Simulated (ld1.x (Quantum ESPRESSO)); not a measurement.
Varying the ultrasoft potential for As

Base potential:

ld1.x (Quantum ESPRESSO) 7.5 input, shortened:

```
&input
   title='As', zed=33., rel=1, dft='PBESOL', iswitch=3,
   config='[Ar] 3d10 4s1.75 4p3.25'
 /
 &inputp
   pseudotype=3, tm=.true., lloc=-1, rcloc=1.40,
   nlcc=.true.,
   which_augfun='PSQ', rmatch_augfun_nc=.true.
 /
6
4S  1  0   1.75   0.00  1.35  1.85  0.0
4S  1  0   0.00   0.20  1.35  1.85  0.0
4P  2  1   3.25   0.00  1.50  1.75  0.0
4P  2  1   0.00   0.05  1.50  1.75  0.0
3D  3  2  10.00   0.00  1.20  1.30  0.0
3D  3  2   0.00  -2.60  1.20  1.30  0.0
 &test
   configts(1)='3d10 4s1.75 4p3.25'
 /
```

All-electron outer shells of the reference configuration (PBEsol, scalar-relativistic, ld1.x):

| shell | level (eV) | outermost node (bohr) | outermost maximum (bohr) |
| --- | --- | --- | --- |
| 3s | -190.34 | 0.25 | 0.52 |
| 3p | -133.90 | 0.22 | 0.52 |
| 3d | -41.06 | – | 0.47 |
| 4s | -14.73 | 0.73 | 1.61 |
| 4p | -5.36 | 0.78 | 1.97 |

Cutoffs, loose and tight: the cutoffs (Ry, on a coarse ladder) from which the occupation-weighted sum of valence levels, in a spherical-Bessel basis at the reference potential, stays within 10 and 1 mRy of its value at 400 Ry. They do not see the model core or the augmentation charge, which bear on the density cutoff. Test errors are all-electron minus pseudo excitation energies from the reference, over the configurations 3d10 4s2 4p3; 3d10 4s2 4p2; 3d10 4s2 4p1; 3d10 4s1 4p0; 3d10 4s2 4p2.5; 3d10 4s2 4p0; 3d10 4s0 4p5. A dash means not determined; rows that change the core or the reference have their own tests.

A true bound ghost makes a file unfit for plane-wave use even where its test errors are small: the radial tests pick states by their node count and pass the ghost by.

The default core radius of the base comes out at 0.28 bohr.

| change | outcome | cutoff, loose | cutoff, tight | bound ghosts | largest test error (meV) |
| --- | --- | --- | --- | --- | --- |
| base | generated | 90 Ry | 140 Ry | none | -65 |
| core correction a·sin(br)/r model core inside 0.56 bohr | generated | 90 Ry | 140 Ry | none | -65 |
| wave 4s channel at 0.2 Ry: rcut 1.35, rcutus 1.85 bohr becomes 4s channel at 2.5 Ry: rcut 1.35, rcutus 1.85 bohr | generated | 90 Ry | 140 Ry | none | -66 |
| functional Wu–Cohen | generated | 90 Ry | 140 Ry | none | -67 |
| local potential all-electron potential smoothed inside 1.50 bohr (lloc = -1) | generated | 90 Ry | 140 Ry | none | -67 |

Question: What comes out with this change to the base: waves 4s (bound): rcut 1.35, rcutus 2.30 bohr; 4s channel at 0.2 Ry: rcut 1.35, rcutus 2.30 bohr?

Answer: outcome: generated; cutoff, loose: 90 Ry; cutoff, tight: 140 Ry; bound ghosts: none; largest test error (meV): -53.

Question: What comes out with this change to the base: core [Ar] 3d10, valence charge 5; reference 4s2 4p2; waves now 4s (bound): rcut 1.35, rcutus 1.90 bohr; 4s channel at 0.2 Ry: rcut 1.35, rcutus 1.90 bohr; 4p (bound): rcut 1.50, rcutus 1.65 bohr; 4p channel at 0.05 Ry: rcut 1.50, rcutus 1.65 bohr; local potential all-electron potential smoothed inside 1.75 bohr (lloc = -1); core correction none?

Answer: outcome: generated; cutoff, loose: 8 Ry; cutoff, tight: 18 Ry; bound ghosts: d; largest test error (meV): +83.

Question: What comes out with this change to the base: type PAW; local potential all-electron potential smoothed inside 1.40 bohr (lloc = -2); augmentation PSQ, radius 1.35 bohr?

Answer: outcome: generated; cutoff, loose: 90 Ry; cutoff, tight: 140 Ry; bound ghosts: none; largest test error (meV): -28.
